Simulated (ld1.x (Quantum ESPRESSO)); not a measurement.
# Before and after: TM potential for Mn (Z = 25)

| Item | Value |
| --- | --- |
| Element | Mn |
| Generator | ld1.x (Quantum ESPRESSO) 7.5 |
| Type | norm-conserving Troullier–Martins (Kleinman–Bylander form) |
| Functional | LDA (PZ) |
| Relativity | fully relativistic |
| Frozen core | [Ne] 3s2 |
| Valence charge | 13 |
| Reference configuration | 3p6 3d5 4s1.5 4p0 (charge +0.5) |
| Partial waves | 4s (bound): rc 2.20 bohr; 3p (bound): rc 1.05 bohr; 3d (bound): rc 1.30 bohr; 4f channel at 0.3 Ry: rc 1.90 bohr |
| Local potential | the f channel |
| Core correction | Bessel-smoothed model core, default radius (core density twice the valence density) |

Open shells are filled in proportion to 2j + 1 (rel_dist='average').

Change: wave 3p (bound): rc 1.05 bohr becomes 3p (bound): rc 0.88 bohr.

Cutoffs: the cutoffs (Ry, on a coarse ladder) from which the occupation-weighted sum of valence levels, in a spherical-Bessel basis at the reference potential, stays within 10 and 1 mRy of its value at 400 Ry; they do not see the model core or the augmentation charge, which bear on the density cutoff. Errors are all-electron minus pseudo energies relative to the spin-unpolarised reference configuration.

Problem. How do hardness, ghosts and transferability respond?

Solution. The potential gets harder (140 Ry and 180 Ry → 140 Ry and 230 Ry); both files keep a bound ghost (s); of the 7 tests that both files solve, the error grows in 0 and shrinks in 1 by more than 15 % and 0.3 meV (median size 10.0 → 10.0 meV). A smaller radius makes the pseudo-wave follow the all-electron one further in, where it bends more sharply, so more plane waves are needed.

| quantity | base | changed |
| --- | --- | --- |
| cutoff, loose | 140 Ry | 140 Ry |
| cutoff, tight | 180 Ry | 230 Ry |
| loose cutoff by channel (10 mRy a level) | s 12 Ry, p 50 Ry, d 110 Ry | s 12 Ry, p 90 Ry, d 110 Ry |
| bound ghosts | s | s |
| error for 3p6 3d5 4s2 4p0, meV [ΔE -3.47 eV] | -1.3 | -1.3 |
| error for 3p6 3d5 4s1 4p0, meV [ΔE 5.19 eV] | -1.9 | -1.9 |
| error for 3p6 3d5 4s0 4p0, meV [ΔE 21.07 eV] | -23 | -23 |
| error for 3p6 3d4 4s2 4p0, meV [ΔE 9.98 eV] | -105 | -106 |
| error for 3p6 3d5 4s1 4p1, meV [ΔE 0.46 eV] | +47 | +45 |
| error for 3p6 3d5.5 4s1.5 4p0, meV [ΔE -3.97 eV] | -10 | -10 |
| error for 3p6 3d4 4s2 4p1, meV [ΔE 4.45 eV] | +5.6 | +1.8 |
| s: phases at 2.40 bohr within 0.05 rad from the reference energy up to (Ry; the scan ends near 5) | 4.3 | 4.3 |
| p1/2: phases at 2.40 bohr within 0.05 rad from the reference energy up to (Ry; the scan ends near 5) | -0.1 | -0.0 |
| p3/2: phases at 2.40 bohr within 0.05 rad from the reference energy up to (Ry; the scan ends near 5) | -0.0 | -0.0 |
| d3/2: phases at 2.40 bohr within 0.05 rad from the reference energy up to (Ry; the scan ends near 5) | to the end of the scan | to the end of the scan |
| d5/2: phases at 2.40 bohr within 0.05 rad from the reference energy up to (Ry; the scan ends near 5) | to the end of the scan | to the end of the scan |
| f5/2: phases at 2.40 bohr within 0.05 rad from the reference energy up to (Ry; the scan ends near 5) | to the end of the scan | to the end of the scan |
| f7/2: phases at 2.40 bohr within 0.05 rad from the reference energy up to (Ry; the scan ends near 5) | to the end of the scan | to the end of the scan |

 A true bound ghost makes a file unfit for plane-wave use even where its test errors are small: the radial tests pick states by their node count and pass the ghost by.
